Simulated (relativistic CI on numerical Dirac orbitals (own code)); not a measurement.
## Judd-Ofelt analysis for Tb4+

Method of calculation: Dirac-Coulomb-Breit CI, orbitals from a KLI potential per configuration, a model potential for QED, valence Slater integrals scaled by 0.7 (own radial code, finite nucleus).

Configuration 4f⁷ alone, in intermediate coupling. Take Ω₂ = 1.17, Ω₄ = 4.33, Ω₆ = 2.36 (10⁻²⁰ cm²) and refractive index n = 1.95 as given. A_ED = 64π⁴e²ν³ n(n² + 2)²/[27h(2J + 1)] Σ Ω_λ |U^λ|², in Gaussian units with ν in cm⁻¹, and A_MD is n³ times the free-ion magnetic-dipole rate; a dash marks a rate that is forbidden or under 2 % of the level's free-ion decay.

Emitting level ⁶D°9/2 at 35530 cm⁻¹ (radiative decay alone: multiphonon quenching in a host is left out, and the level can lie too high or too low):

```csv
To,ν (cm⁻¹),U² squared,U⁴ squared,U⁶ squared,Free-ion A(M1) (s⁻¹)
⁸S°7/2,35530,0.0107,0.0004,0.0001,0.669
⁶P°7/2,7538,0.1700,0.0389,0.0001,2.53
⁶P°5/2,6597,0.1959,0.0033,0.0011,-
⁶P°3/2,5754,0.0000,0.0042,0.0005,-
⁶I°7/2,4544,0.0018,0.0031,0.0058,-
⁶I°9/2,3955,0.0031,0.0092,0.0124,-
⁶I°17/2,3935,0.0000,0.0200,0.0558,-
⁶I°11/2,3507,0.0039,0.0267,0.0094,-
⁶I°15/2,3345,0.0000,0.0462,0.0122,-
⁶I°13/2,3278,0.0006,0.0385,0.0002,-
```

Problem. Give the rates, branching ratios and the radiative lifetime.

Solution. The rates are:

```csv
To,λ (nm),A_ED (s⁻¹),A_MD (s⁻¹),β (%)
⁸S°7/2,281,345,4.96,68.2
⁶P°7/2,1327,83.1,18.7,19.9
⁶P°5/2,1516,37.3,0,7.3
⁶P°3/2,1738,1.93,0,0.4
⁶I°7/2,2201,1.43,0,0.3
⁶I°9/2,2528,2.38,0,0.5
⁶I°17/2,2541,7.02,0,1.4
⁶I°11/2,2851,3.24,0,0.6
⁶I°15/2,2989,4.52,0,0.9
⁶I°13/2,3051,3.12,0,0.6
```

τ_rad = 1.95e-03 s. Computed level positions enter as ν³, so measured ones would change the rates. For the strongest line (281 nm) and an assumed effective width Δλ = 2.4 nm (300 cm⁻¹), the Füchtbauer-Ladenburg formula σ = λ⁴A/(8πcn²Δλ) gives a peak emission cross-section of 0.032 × 10⁻²⁰ cm².
